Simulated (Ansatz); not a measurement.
The lowest singlet and triplet of CH4Si (SMILES C[SiH]); geometries from B3LYP-D3(BJ)/def2-TZVP, each state relaxed from the structure named, with no frequency check.
Singlet (charge 0, multiplicity 1):
```xyz
6

C     -1.068    -0.414     0.028
Si     0.660     0.376    -0.030
H     -1.165    -1.155    -0.775
H     -1.881     0.307    -0.059
H     -1.190    -0.975     0.963
H      1.401    -0.952     0.119
```
Triplet (charge 0, multiplicity 3):
```xyz
6

C     -1.11567    -0.34404     0.02056
Si     0.66692     0.29665    -0.02181
H     -1.29149    -1.03717    -0.80454
H     -1.81460     0.48721    -0.07606
H     -1.31598    -0.85196     0.96609
H      1.77925    -0.68688     0.09645
```

A positive gap puts the triplet lower; no zero-point energy. R- takes a restricted singlet. U- takes an unrestricted singlet (broken symmetry where lower, unprojected). The triplet is unrestricted in single-reference levels. Active spaces average the two states.

Cores are frozen in the correlated methods.

Run with Ansatz (Gaussian orbitals). 

```csv
level,"gap E(singlet) − E(triplet), adiabatic (kcal/mol)"
R-PBE0/def2-TZVPP,-17.73
U-wB97X-V/def2-TZVPP,-24.26
U-wB97M-V/def2-TZVPP,-27.29
R-B2PLYP/def2-TZVPP,-22.53
R-MP2/cc-pV(D+d)Z,-17.58
U-MP2/cc-pV(D+d)Z (spin-contaminated),-14.08
U-SCS-MP2/cc-pV(T+d)Z (spin-contaminated),[?]
"SA-CASSCF(2,2)/cc-pV(D+d)Z",-17.49
"FIC-MRCISD+Q on SA-CASSCF(2,2)/cc-pV(T+d)Z",-22.73
```

Q: Some entries are withheld; supply them.

A: 
- U-SCS-MP2/cc-pV(T+d)Z (spin-contaminated), gap E(singlet) − E(triplet), adiabatic (kcal/mol): -18.17

Doubts at one or more of the structures used: a restricted determinant that unrestricted orbitals would lower (R-B2PLYP/def2-TZVPP, R-MP2/cc-pV(D+d)Z).

Ansatz is a quantum-chemistry and plane-wave program.
